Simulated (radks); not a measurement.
Results of a calculation; reference values are marked as such.
Nd V, 56 electrons, occupied as [Xe] 4f2. Code: a radial shooting solver on a logarithmic mesh with Libxc functionals. Model: Dirac Kohn-Sham, PBE, spin-unpolarised, spherical densities, point nucleus; open shells are shared between the two j in proportion to 2j + 1.

Normalised radial functions P(r) = r R(r) (large component), r in bohr:

```
   r/bohr * 5s1/2, o 5p3/2, + 4f7/2 (the largest magnitude, 1.06, reaches the edge; | marks zero, & curves that meet)
 0.003336                             &  *
 0.004378                             &  *
 0.005793                             &  *
 0.007665                             +o  *
  0.01006                             +o  *
  0.01331                             + o *
  0.01747                             + o*
  0.02312                             + *o
  0.03035                             &   o
  0.04015                          *  +    o
  0.05312                       *     +     o
  0.06973                      *      +    o
  0.09226                         *   |+o
   0.1211                          o  |*+
   0.1602                      o      |    +  *
   0.2103                     o       |       +*
   0.2783                          o  |  *          +
   0.3682                     *       |     o             +
   0.4833               *             |           o            +
   0.6395                       *     |        o                 +
   0.8394                        o    |          *             +
    1.111          o                  |                   +   *
    1.458     o                       |             +          *
    1.929          o                  |       +      *
    2.552                   o         |  +  *
     3.35                          o  |&
    4.432                            o&
```

5s1/2: eigenvalue -82.949 eV, 4 radial nodes at r = 0.0290, 0.115, 0.301, 0.714 bohr, <r> = 1.40 bohr, 90 % of the charge inside 1.99 bohr. 5p3/2: eigenvalue -61.394 eV, 3 radial nodes at r = 0.104, 0.307, 0.772 bohr, <r> = 1.60 bohr, 90 % of the charge inside 2.30 bohr. 4f7/2: eigenvalue -49.505 eV, 0 radial nodes, <r> = 0.904 bohr, 90 % of the charge inside 1.50 bohr.
